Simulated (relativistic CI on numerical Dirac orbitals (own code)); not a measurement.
Calculated at this level of theory: Dirac-Coulomb-Breit CI, separate exchange-only KLI orbitals for each configuration, QED by a radiative potential, valence Slater integrals scaled by 0.85, P86 correlation energy added to each configuration (own radial code, finite nucleus).

Configuration list (outside the closed core [Ne]): 3s2 3p4, 3s 3p5, 3s2 3p3 4s, 3s2 3p3 3d, 3s2 3p3 4p, 3s2 3p3 5s, 3s2 3p3 4d, 3p6, 3s 3p4 3d, 3s2 3p3 5p, 3s2 3p3 4f, 3s2 3p3 6s, 3s2 3p3 5d, 3s2 3p3 6p, 3s2 3p3 5f, 3s2 3p3 5g, 3s2 3p3 6d, 3s2 3p2 4s 4p, 3s2 3p2 3d 4p, 3s 3p4 4s, 3s2 3p2 3d2, 3s2 3p 3d2 4s, 3s2 3p 3d3, 3s2 3p 3d2 4p, 3s2 3p 3d2 5s, 3s2 3p 3d2 4d, 3s2 3p2 4s2, 3s2 3p 3d 4s2, 3s2 3p 4s2 4p, 3s2 3p 4s2 5s, 3s2 3p 4s2 4d, 3s2 3p2 3d 4s, 3s2 3p 3d 4s 4p, 3s2 3p 3d 4s 5s, 3s2 3p 3d 4s 4d, 3p4 3d2, 3p3 3d2 4s, 3p3 3d3, 3p3 3d2 4p, 3p3 3d2 5s, 3p3 3d2 4d, 3s2 3p2 4p2, 3s2 3p 4s 4p2, 3s2 3p 3d 4p2, 3s2 3p 4p3, 3s2 3p 4p2 5s, 3s2 3p 4p2 4d. Double excitations out of closed p, d and f shells are left out; levels of such configurations are missing from the list, as are those of other unlisted configurations, and high levels can miss mixing partners. These lack a partner that the ground configuration has and come out too high: 3s 3p4 3d, 3s2 3p3 5p, 3s2 3p3 4f, 3s2 3p3 6s, 3s2 3p3 5d.

Correlation outside the listed configurations is missing or only estimated: errors of thousands of cm⁻¹ between configurations and terms are usual at this charge. Rates and lifetimes follow the computed energies and can be off by large factors. The fine structure of a lone outer electron comes out too small, for d and f at times inverted, and misplaced configurations move strength between like terms. 73 of the 74 excited levels that our extract of the measured tables holds in this range could be paired (the sources list more); they are missed by 6773 cm⁻¹ on average and 12192 at most, and levels without a partner can miss by more.

Outline of the computed level scheme of Cl II. Lowest level of each configuration: 3s2 3p4 3P_2 at 0.0000 eV; 3s 3p5 3P°_2 at 12.8575 eV; 3s2 3p3 4s 5S°_2 at 14.0671 eV; 3s2 3p3 3d 5D°_4 at 14.5992 eV; 3s2 3p3 4p 5P_1 at 16.6159 eV.

Some strong electric-dipole decays among the lowest 45 levels: 3s2 3p3 3d 3D°_3 → 3s2 3p4 3P_2 (3.7e+09 s⁻¹); 3s2 3p3 4s 1D°_2 → 3s2 3p4 1D_2 (2.6e+09 s⁻¹); 3s2 3p3 3d 3D°_2 → 3s2 3p4 3P_1 (2.6e+09 s⁻¹); 3s2 3p3 4s 1P°_1 → 3s2 3p4 1D_2 (2.3e+09 s⁻¹); 3s2 3p3 4s 3S°_1 → 3s2 3p4 3P_2 (1.9e+09 s⁻¹); 3s2 3p3 3d 3D°_1 → 3s2 3p4 3P_0 (1.8e+09 s⁻¹); 3s2 3p3 4s 3P°_0 → 3s2 3p4 3P_1 (1.8e+09 s⁻¹); 3s2 3p3 3d 3D°_1 → 3s2 3p4 3P_1 (1.3e+09 s⁻¹).

Rates of lines that live on the mixing of spin multiplicities can be off by large factors.
